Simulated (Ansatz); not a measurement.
This geometry of AsH₃N (5 atoms, charge 0, multiplicity 2) is a first-order saddle point.

Computed with UKS PBE/def2-TZVP (Ansatz 0.2.0).

```xyz
5
Properties=species:S:1:pos:R:3
N -0.055 -0.611 0.001
As 0.830 0.922 0.506
H 0.288 -1.518 0.292
H -0.892 -0.626 -0.567
H -0.171 1.834 -0.232
```

Question: Which two structures does it join? (They come from a converged band through this point; their orientation in space is the band's.)

Answer: No bond is made or broken. The height of N1 over the plane of its neighbours goes from -0.29 to 0.28 Å. The two ends are copies of one structure, up to a mirror image or an exchange of like atoms.

First end point:

```xyz
5
Properties=species:S:1:pos:R:3
N -0.219 -0.569 0.261
As 0.969 0.861 0.249
H 0.217 -1.478 0.404
H -0.918 -0.611 -0.477
H -0.048 1.797 -0.437
```

Last end point:

```xyz
5
Properties=species:S:1:pos:R:3
N 0.125 -0.602 -0.247
As 0.644 0.892 0.729
H 0.367 -1.492 0.183
H -0.820 -0.620 -0.623
H -0.316 1.822 -0.042
```

Question: How far does it lie above each of them?

Answer: 0.024 eV above the first and 0.024 eV above the second. This is the barrier of this one path; another mechanism may lie lower.

Time of the run: 32 s on 2 threads of Arm Neoverse V1, with other jobs on the host, peak memory 0.16 GiB.
